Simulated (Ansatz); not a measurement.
Compare A (`B[SiH](B)CF`) with its isomer B (`BCB[SiH2]F`).

Computed with Ansatz on PBE0-D4/def2-TZVP structures; ΔE is electronic, products minus reactants. CBS: MP2 limit from def2 TZ/QZ plus the TZ coupled-cluster correction, frozen cores. Functionals use def2-TZVPP. B3LYP here is the variant with VWN-RPA as its local correlation; programs differ in this. One conformer a species, not always the lowest.

A:

```xyz
12

B     1.802   -0.665   -0.222
Si    0.105    0.115    0.515
B    -1.159   -1.444    0.558
C    -0.551    1.579   -0.516
F    -0.783    1.156   -1.822
H     2.150   -0.466   -1.347
H     2.473   -1.385    0.458
H     0.344    0.603    1.910
H    -1.020   -2.303    1.377
H    -2.036   -1.566   -0.245
H     0.165    2.406   -0.550
H    -1.492    1.970   -0.115
```

B:

Z-matrix (Å, degrees):
```
C
B 1 1.557
B 1 1.549 2 108.3
H 1 1.090 2 115.6 3 132.1
H 1 1.107 2 99.2 3 -108.9
Si 2 2.008 1 119.0 3 -127.5
H 2 1.198 1 118.6 3 52.9
H 3 1.197 1 121.1 2 112.9
H 3 1.196 1 119.6 2 -65.1
F 6 1.607 2 114.0 1 -179.6
H 6 1.491 2 109.8 1 59.9
H 6 1.491 2 110.1 1 -58.9
```

Task: Which is lower in electronic energy at CCSD(T)/CBS, and by how much? (Estimate.)

Result: Ansatz gave: B, by 290.3 kJ/mol.

Task: Give E(B) − E(A) in kJ/mol with CCSD/def2-TZVPP, PBE-D4, B3LYP, MP2/def2-TZVPP, B2PLYP, ωB97M-V, HF/def2-TZVPP. (Estimate.)

Result: The calculation gave: CCSD/def2-TZVPP -286.5, PBE-D4 -269.6, B3LYP -282.5, MP2/def2-TZVPP -303.9, B2PLYP -290.1, ωB97M-V -288.5, HF/def2-TZVPP -288.6. None reverses the order clearly.

Largest T1 diagnostic: 0.014.

From PBE to PBE0 (25 % exact exchange), in def2-TZVPP and without D4, E(B) − E(A) moves by −8.5 kJ/mol.
